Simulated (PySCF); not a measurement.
Electron correlation in F⁺ (fluorine, charge +1)

[He] 2s2 2p4, high-spin 3P determinant. All numbers are calculated (PySCF 2.14, the spin-free X2C one-electron Hamiltonian (Gaussian nucleus), in aug-cc-pVDZ-DK). Frozen: 1s2; 6 electrons correlated.

MP2 pair energies summed by pair of shells (mhartree):

| pair | energy | share (%) |
| --- | --- | --- |
| 2p-2p | -49.45 | 47.9 |
| 2s-2p | -46.21 | 44.8 |
| 2s-2s | -7.55 | 7.3 |

Total MP2 correlation energy: -103.21 mhartree.

Same-spin part -25.32 and opposite-spin part -77.90 mhartree; SCS-MP2 scales them by 1/3 and 6/5 to -101.92 mhartree.

| level | correlation energy (mhartree) |
| --- | --- |
| CCSD | -118.26 |
| (T) | -1.22 |
| CCSD(T) | -119.48 |

Diagnostics: T1 = 0.0053, D1 = 0.0090, largest double amplitude 0.035.

Cost of the coupled-cluster step: 0.17 s of wall time on 1 thread of Neoverse-V1 (shared host), for 6 correlated electrons.

Iterations:

```
CC2 = 0
CCSD nocc = (np.int64(4), np.int64(2)), nmo = (22, 22)
frozen orbitals [[0], [0]]
max_cycle = 100
direct = 0
conv_tol = 1e-08
conv_tol_normt = 1e-06
diis_space = 8
diis_start_cycle = 0
Init t2, MP2 energy = -0.103213884754221
Init E_corr(UCCSD) = -0.103213884755508
cycle = 1  E_corr(UCCSD) = -0.115048377440686  dE = -0.0118344927  norm(t1,t2) = 0.024171
cycle = 2  E_corr(UCCSD) = -0.117340914702541  dE = -0.00229253726  norm(t1,t2) = 0.00734389
cycle = 3  E_corr(UCCSD) = -0.118285812418518  dE = -0.000944897716  norm(t1,t2) = 0.00313928
cycle = 4  E_corr(UCCSD) = -0.118254334735844  dE = 3.14776827e-05  norm(t1,t2) = 0.000793959
cycle = 5  E_corr(UCCSD) = -0.118259948158353  dE = -5.61342251e-06  norm(t1,t2) = 0.000203452
cycle = 6  E_corr(UCCSD) = -0.118263352130249  dE = -3.4039719e-06  norm(t1,t2) = 5.46869e-05
cycle = 7  E_corr(UCCSD) = -0.118262792720829  dE = 5.5940942e-07  norm(t1,t2) = 1.25502e-05
cycle = 8  E_corr(UCCSD) = -0.118262802706866  dE = -9.98603711e-09  norm(t1,t2) = 2.31216e-06
cycle = 9  E_corr(UCCSD) = -0.118262795013351  dE = 7.69351571e-09  norm(t1,t2) = 4.27099e-07
UCCSD converged
E(UCCSD) = -99.00701633131969  E_corr = -0.1182627950133506
UCCSD(T) correction = -0.00122186450885023
```
